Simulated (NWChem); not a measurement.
System: C₄H₃S, doublet; SMILES s1[c]ccc1

All runs: NWChem. Spin-unrestricted. Spin-contaminated determinants: UHF/3-21G (<S²> = 1.31). In the optimisation the excess spin sits in a' (Cs, its own frame). No stability test was run on the SCF state. The level has its own optimisation; frequencies are unscaled. Brackets give each atom's bonded neighbours.

Question: What does the run give for UHF/3-21G? Quantities: r C–C [C(CCH)–C(CS)] (Å); r C–S [C(CS)–S(CC)] (Å); r C–C [C(CCH)–C(CCH)] (Å); r C–H [C(CCH)–H(C)] (Å); highest harmonic frequency (cm⁻¹); lowest (cm⁻¹); zero-point energy (kcal/mol); dipole (D).

Answer: 
```json
{
  "r C–C [C(CCH)–C(CS)] (Å)": "1.363",
  "r C–S [C(CS)–S(CC)] (Å)": "1.810",
  "r C–C [C(CCH)–C(CCH)] (Å)": "1.439",
  "r C–H [C(CCH)–H(C)] (Å)": "1.069",
  "highest harmonic frequency (cm⁻¹)": "3455",
  "lowest (cm⁻¹)": "413",
  "zero-point energy (kcal/mol)": "35.7",
  "dipole (D)": "2.02"
}
```
